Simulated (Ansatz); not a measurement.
The molecule GeS, closed-shell singlet (the spin of the measured ground state). No spin–orbit coupling. Ge is treated without relativity.

D_e counts from the fitted minimum to each atom's lowest state at the same level, without counterpoise. The singlet is restricted.

Correlated levels freeze the inner cores; with def2 sets outer-core shells near the valence are correlated too. CBS(a, b) extrapolates the correlation energy as X⁻³ and adds the Hartree–Fock energy of set b.

Run with Ansatz (Gaussian orbitals). 

```tsv
level	bond energy D_e (kJ/mol)
PBE/def2-TZVPP	579.0
r2SCAN/def2-TZVPP	561.6
B97M-V/def2-TZVPP	576.8
PBE0/def2-TZVPP	545.7
CAM-B3LYP/def2-TZVPP	[?]
wB97X-V/def2-TZVPP	554.7
wB97M-V/def2-TZVPP	552.4
CCSD/def2-TZVPP	[?]
CCSD(T)/CBS(def2-TZVPP, def2-QZVPP)	566.0
```

Q: Some entries are withheld; supply them.

A: 
- CAM-B3LYP/def2-TZVPP, bond energy D_e (kJ/mol): 531.2
- CCSD/def2-TZVPP, bond energy D_e (kJ/mol): 502.6

Ansatz is a first-principles code.
